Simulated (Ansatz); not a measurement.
`[Cl][Au]` + CH₃OH → `C[O][Au]` + HCl at 700 K and 1 bar (ligand exchange at the Au–Cl bond).

Computed with Ansatz on PBE0-D4/def2-TZVP structures; ΔE is electronic, products minus reactants. CBS: MP2 limit from def2 TZ/QZ plus the TZ coupled-cluster correction, frozen cores. This one scheme is used for every species. def2 core potentials past Kr. For Au outer-core shells are correlated without core-valence functions, which leaves a few kJ/mol of doubt a bond.

```
   species  CCSD(T)/CBS energy (Eh)  H − E (kJ/mol)  S (J/(mol·K))
`[Cl][Au]`               -595.30960            26.5          283.3
     CH₃OH               -115.61712           170.8          288.5
`C[O][Au]`               -250.49639           149.9          358.0
       HCl               -460.38127            38.4          211.8
```

H − E and S are ideal-gas, rigid-rotor, harmonic terms from PBE0-D4/def2-TZVP. 1 Eh = 2625.50 kJ/mol, R = 8.31446 J/(mol·K).

Q: By hand: ΔE, ΔH, ΔS and ΔG.

A: ΔE = (-250.49639) + (-460.38127) − (-595.30960) − (-115.61712) = 0.04906 Eh = 128.8 kJ/mol. Δ(H − E) = 149.9 + 38.4 − 26.5 − 170.8 = -9.0, so ΔH = 119.8 kJ/mol. ΔS = 358.0 + 211.8 − 283.3 − 288.5 = -2.0 J/(mol·K). ΔG = 119.8 − 700 × (-2.0)/1000 = 121.2 kJ/mol.

Q: By hand: the equilibrium constant, and the temperature at which ΔG would vanish if ΔH and ΔS stayed fixed.

A: log₁₀ K = −ΔG/(RT ln 10) = -9.0. ΔH and −TΔS have one sign here, so there is no such temperature.

The number of gas molecules stays the same, so ΔS is small and ΔH decides. A doubt of 5 kJ/mol in ΔE shifts log₁₀ K by 0.4 here. These are equilibria of isolated gas molecules and say nothing of rates. Largest T1 diagnostic: 0.033 (customary marks: 0.02 for closed shells, 0.045 for open ones).

ΔS is within the doubt of such terms, so its sign, and with it that verdict, could turn.
